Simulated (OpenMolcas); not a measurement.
Rh3+ (d6) among equal point charges was computed by CASSCF with the d shell active (OpenMolcas, ANO-RCC-VDZP on the metal). Its lowest spin-free states, and all those of the highest spin:

```json
{"2S+1": "5", "Degeneracy": "2", "E (cm-1)": "0.0"}
{"2S+1": "5", "Degeneracy": "1", "E (cm-1)": "935.4"}
{"2S+1": "5", "Degeneracy": "1", "E (cm-1)": "3088"}
{"2S+1": "5", "Degeneracy": "1", "E (cm-1)": "7143"}
{"2S+1": "3", "Degeneracy": "2", "E (cm-1)": "17383"}
{"2S+1": "3", "Degeneracy": "1", "E (cm-1)": "18393"}
{"2S+1": "3", "Degeneracy": "1", "E (cm-1)": "18885"}
{"2S+1": "3", "Degeneracy": "1", "E (cm-1)": "19425"}
{"2S+1": "3", "Degeneracy": "2", "E (cm-1)": "19543"}
{"2S+1": "3", "Degeneracy": "2", "E (cm-1)": "20273"}
{"2S+1": "3", "Degeneracy": "1", "E (cm-1)": "20827"}
{"2S+1": "3", "Degeneracy": "1", "E (cm-1)": "20875"}
```

Task: Is the site octahedral, tetrahedral or cube-like, axial, or of lower symmetry?

Result: The states with 2S+1 = 5 have orbital degeneracies 2, 1, 1, 1. There are pairs but no triples, so the site is axial: not cubic, but with a proper or improper axis of order three or more. The run had Rh3+ among 5 point charges of -1.3 e arranged as a square pyramid (C4v), 2.2 Å from the ion, with the axial distance 2.112 Å.

Spin-orbit coupling mixes the spin-free states strongly: the lowest level takes only 59 % from its leading state, an unlabelled state of the same spin as most of the rest. An orbital doublet at a regular site is open to a Jahn-Teller distortion, which this geometry leaves out. Without dynamic correlation the repulsion within the d shell is too large (B by tens of per cent), so at a given field states of lower spin stand too high. Point charges give a weaker field than real ligands, and real ions of this kind are as a rule low spin; the high spin found here belongs to the model. Point charges carry no covalency, so the field is a model and not that of real ligands. An unlabelled pair can be two single states that coincide in this model. No measured value stands beside these numbers.
